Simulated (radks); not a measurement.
Valence configurations of neutral germanium (all share [Ar]). Calculated with a radial shooting solver on a logarithmic mesh with Libxc functionals: scalar-relativistic Kohn-Sham, PBEsol, spin-polarised, spherical densities, finite nucleus; open shells are filled with parallel spins first; Fermi nuclear charge, rms radius 4.0742 fm. Energies are relative to 3d10 4s2 4p2; eigenvalues in eV for spin up.

| valence | E (eV) | moment (Bohr magnetons) | e(3d) | e(4p) | e(4s) |
|---|---|---|---|---|---|
| 3d10 4s2 4p2 | 0.000 | 2 | -29.169 | -4.413 | -12.238 |
| 3d9 4s2 4p3 | 28.243 | 4 | -39.475 | -5.885 | -14.794 |
| 3d10 4s1 4p3 | 5.573 | 4 | -30.511 | -5.340 | -13.541 |
| 3d8 4s2 4p4 | 66.478 | 4 | -50.758 | -7.055 | -16.968 |
| 3d9.5 4s1.5 4p3 | 16.204 | 4 | -34.901 | -5.620 | -14.174 |
| 3d6 4s2 4p6 | 167.85 | 4 | -74.713 | -9.147 | -20.800 |
| 3d8 4s1.5 4p4.5 | 71.313 | 4 | -51.556 | -7.390 | -17.447 |
| 3d7 4s2 4p5 | 112.87 | 4 | -62.491 | -8.120 | -18.943 |
| 3d9.5 4s0.5 4p4 | 25.968 | 3 | -36.808 | -6.208 | -15.029 |
| 3d8 4s1 4p5 | 76.158 | 4 | -52.351 | -7.726 | -17.922 |

NIST lists [Ar] 3d10 4s2 4p2 as the ground configuration; this level of theory agrees among the configurations tried. The energies are those of spherical high-spin densities, not of single terms.
